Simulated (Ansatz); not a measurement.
Reaction (redistribution): `[BH2][GeH2][Cl]` + `F[SiH](Br)N[SiH3]` → `[SiH3][BH][GeH2][Cl]` + `N[SiH](F)Br`

Gas-phase electronic energies from Ansatz, PBE0-D4/def2-TZVP geometries. CBS: MP2 limit from def2 TZ/QZ plus the TZ coupled-cluster correction, frozen cores. DFT in def2-TZVPP. For Br, Ge outer-core shells are correlated without core-valence functions, which leaves a few kJ/mol of doubt a bond. Scalar relativity is left out up to krypton. One conformer a species, not always the lowest.

```csv
level,ΔE (eV)
ωB97M-V,0.67
SCS-MP2/def2-TZVPP,0.76
CCSD(T)/def2-TZVPP,0.66
MP2/def2-QZVPP,0.74
```

(1) What does CCSD(T)/CBS give? (Estimate.)

Largest T1 diagnostic among the species: 0.012.

Answers

(1) The calculation gave: +0.65 eV. The listed levels differ from it by 0.02, 0.11, 0.01, 0.09 eV.

From PBE to PBE0 (25 % exact exchange), in def2-TZVPP and without D4, ΔE moves by +0.08 eV. In def2-TZVPP, CCSD(T) changes the Hartree–Fock value by −0.16 eV (the triples alone add −0.02 eV) and MP2 by −0.08 eV.
